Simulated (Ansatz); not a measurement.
**Which method gave which barrier?**

Saddle point of ZnAsH₅SO, closed shell (ZnH₂SO ([OH][Zn][SH]) + AsH₃ → ZnAsH₃O ([OH][Zn][AsH2]) + H₂S; bonds formed: Zn1–As5, S2–H4; bonds broken: Zn1–S2, H4–As5), PBE0-D4/def2-TZVP structure:

```csv
atom,x (Å),y (Å),z (Å)
Zn1,-0.4146,0.1978,-0.8290
S2,1.8684,-0.3666,-0.6908
O3,-1.6612,0.8061,-1.9657
H4,0.6375,-0.4922,0.5625
As5,-0.9542,-0.4226,1.6245
H6,2.1645,0.8576,-0.2212
H7,-1.3234,0.9685,-2.8488
H8,0.0800,0.2630,2.4971
H9,-0.3971,-1.8114,1.8714
```

Ansatz 0.2.0; basis: def2-TZVPP, with def2-QZVPP for the basis limit; cores frozen in the correlated methods. The 3s and 3p shells of Cu and Zn are frozen; filled d shells are correlated. The def2 sets are not built for correlating such inner shells, so the correlated values are less sure here. B3LYP uses VWN-RPA correlation. Extrapolation: Hartree–Fock as exp(−7.88 √X), correlation as X^−2.97. Four methods, as single points on the PBE0-D4 structures, gave these electronic barriers from the start structure: 107.7, 119.1, 138.7, 185.2 kJ/mol.

Question: The methods were, in alphabetical order, B3LYP-D4, BHLYP-D4, BLYP-D4, HF. Which gave which? (A judgement: the text doesn't fix the answer.)

Answer: The calculation gives: BLYP-D4 107.7; B3LYP-D4 119.1; BHLYP-D4 138.7; HF 185.2 kJ/mol. For comparison, CCSD(T) at an estimated basis limit (MP2 extrapolated from triple and quadruple zeta, plus CCSD(T) − MP2 in triple zeta) gives 121.6 kJ/mol.

No T1 diagnostic of these runs exceeds 0.015.

Labels in which every atom is bracketed show which atoms are joined, not bond orders.

For scale, one of the runs: CCSD(T)/def2-TZVPP, 255 basis functions, launched by `ansatz run in.yaml --threads 8 --pin off --events-out ev --progress --plain --max-ram 19148MiB`. Time: 3.6 min of wall clock on 8 CPU threads of an Intel Xeon; the host was shared. Peak host memory: 5.6 GiB.
